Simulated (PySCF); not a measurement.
BCl₃ (singlet). All numbers come from PySCF, PBE, basis B def2-TZVP, Cl def2-TZVP (no relativity, density fitting).

Harmonic bands of its minimum:

```
ω (cm⁻¹)  IR (km/mol, summed over degenerate members)  degeneracy
     247                                          1.0           2
     440                                          2.7           1
     463                                          0.0           1
     932                                          637           2
```

Problem. The central atom is B. Infer the point group and assign the bands.

Solution. D3h. The modes span 2e' + a2'' + a1': 247 e', 440 a2'', 463 a1', 932 e'. The computed geometry has B–Cl 1.748 Å (×3); Cl–B–Cl 120.0° (×3).
